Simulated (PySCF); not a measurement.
Geometries of 3 isomers of C4H7F3Si, from PBE0-D3(BJ)/def2-SVP geometry optimisation, gas phase in PySCF 2.14.0. One conformer each, no zero-point energy, no frequencies.

**Question.** Which is lowest in electronic energy at this level?
A.
```xyz
15
angstrom
F      2.521    0.556    1.845
C      2.667    0.376    0.551
F      3.862    0.716    0.141
C      1.702   -0.104   -0.233
F      1.956   -0.245   -1.539
C      0.330   -0.475    0.199
C     -0.748    0.345   -0.515
Si    -2.515   -0.135   -0.057
H      0.263   -0.354    1.290
H      0.182   -1.551   -0.007
H     -0.633    0.239   -1.606
H     -0.612    1.418   -0.295
H     -2.772   -1.566   -0.411
H     -2.729    0.028    1.415
H     -3.490    0.730   -0.787
```
B.
```xyz
15
angstrom
F     -1.236    1.310    0.939
C     -2.008    0.596    0.104
F     -2.157    1.343   -1.001
F     -3.211    0.486    0.672
C     -1.435   -0.753   -0.194
C     -0.200   -0.951   -0.672
C      0.840    0.077   -0.940
Si     2.140    0.129    0.447
H     -2.109   -1.592   -0.010
H      0.095   -1.992   -0.851
H      0.415    1.085   -1.047
H      1.380   -0.160   -1.872
H      3.187    1.138    0.103
H      1.500    0.485    1.745
H      2.786   -1.214    0.572
```
C.
```xyz
15
angstrom
F     -3.034    0.268   -0.886
C     -1.954    0.545   -0.146
F     -1.537    1.766   -0.497
F     -2.353    0.612    1.129
C     -0.883   -0.499   -0.341
C      0.327   -0.286    0.534
C      1.637   -0.998    0.160
Si     1.732    0.860    0.084
H     -1.353   -1.477   -0.143
H     -0.614   -0.484   -1.408
H      0.090   -0.325    1.605
H      1.630   -1.543   -0.792
H      2.146   -1.556    0.953
H      2.421    1.609    1.163
H      1.728    1.501   -1.254
```

**Answer.** B. That is `FC(F)(F)/C=C\C[SiH3]`, 3.5 kcal/mol below the next.

```csv
SMILES,atoms numbered as above,E (Eh),relative (kcal/mol),relative (kJ/mol),dipole (D)
FC(F)(F)/C=C\C[SiH3],[F:1][C:2]([F:3])([F:4])/[CH:5]=[CH:6]\[CH2:7][SiH3:8],-744.63188,0.0,0.0,2.34
FC(F)(F)C[C@H]1C[SiH2]1,[F:1][C:2]([F:3])([F:4])[CH2:5][C@H:6]1[CH2:7][SiH2:8]1,-744.62636,3.5,14.5,2.17
FC(F)=C(F)CC[SiH3],[F:1][C:2]([F:3])=[C:4]([F:5])[CH2:6][CH2:7][SiH3:8],-744.59757,21.5,90.1,1.07
```
